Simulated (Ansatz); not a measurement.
Consider the cleavage of the B–Al bond: `[BH2][AlH][O][SiH3]` + `OB[SiH2][AlH2]` → `BOB[SiH2][AlH2]` + `[AlH2][O][SiH3]`.

Isolated molecules relaxed with PBE0-D4/def2-TZVP in Ansatz; ΔE leaves out vibrations. CCSD(T)/CBS is the MP2 limit (def2-TZVPP, def2-QZVPP) plus CCSD(T) − MP2 in def2-TZVPP, frozen cores. Functionals use def2-TZVPP. Each species was taken in one conformer, which may not be the lowest.

`[BH2][AlH][O][SiH3]`:

Cartesian coordinates in Å:
```
B -1.136 2.033 -1.010
Al -1.251 -0.033 -0.542
O 0.078 -0.746 0.223
Si 1.428 -1.275 0.948
H -0.695 2.440 -2.049
H -1.512 2.890 -0.260
H -2.488 -0.980 -0.849
H 2.089 -2.310 0.109
H 2.385 -0.153 1.156
H 1.102 -1.867 2.273
```

`OB[SiH2][AlH2]`:

```xyz
10

O     1.335   -1.721   -0.935
B     1.224   -0.843    0.089
Si   -0.612   -0.326    0.755
Al   -1.287    1.725   -0.410
H     2.244   -1.882   -1.205
H     2.220   -0.342    0.547
H    -0.531   -0.020    2.216
H    -1.619   -1.408    0.557
H    -0.548    3.098   -0.095
H    -2.426    1.718   -1.519
```

`BOB[SiH2][AlH2]`:

```xyz
12

B    -2.643   -0.874    0.201
O    -1.594   -0.152    0.592
B    -0.498    0.496    0.989
Si    1.342   -0.223    0.558
Al    2.068    0.812   -1.548
H    -3.102   -1.675    0.963
H    -3.085   -0.686   -0.897
H    -0.656    1.546    1.554
H     2.291    0.140    1.651
H     1.315   -1.710    0.421
H     1.759    0.105   -2.937
H     2.804    2.220   -1.547
```

`[AlH2][O][SiH3]`:

```xyz
8

Al    1.592    0.693   -0.694
O     0.155    0.085   -0.066
Si   -1.222   -0.530    0.534
H     2.406    1.723    0.183
H     2.041    0.201   -2.126
H    -2.374    0.319    0.131
H    -1.160   -0.583    2.019
H    -1.439   -1.909    0.019
```

CCSD(T)/CBS gives -144.4 kJ/mol.

Question: Another level gave -151.5 kJ/mol. Which?
A. BLYP/def2-TZVPP
B. PBE-D4/def2-TZVPP
C. revPBE/def2-TZVPP
D. r2SCANh-D4/def2-TZVPP

Answer: D. r2SCANh-D4 -151.5, PBE-D4 -146.2, BLYP -156.9, revPBE -140.5 kJ/mol.

Largest T1 diagnostic among the species: 0.017.

Leaving LDA and LC-ωPBE aside and taking each functional with its dispersion term where it has one, the values, not all of them listed here, spread over 16.5 kJ/mol, from B97M-V to PBE0-D4. LDA lies −15.3 kJ/mol from PBE without D4. At CCSD(T), def2-SVP lies −12.5 kJ/mol from the extrapolated value and def2-TZVPP +2.0 kJ/mol.
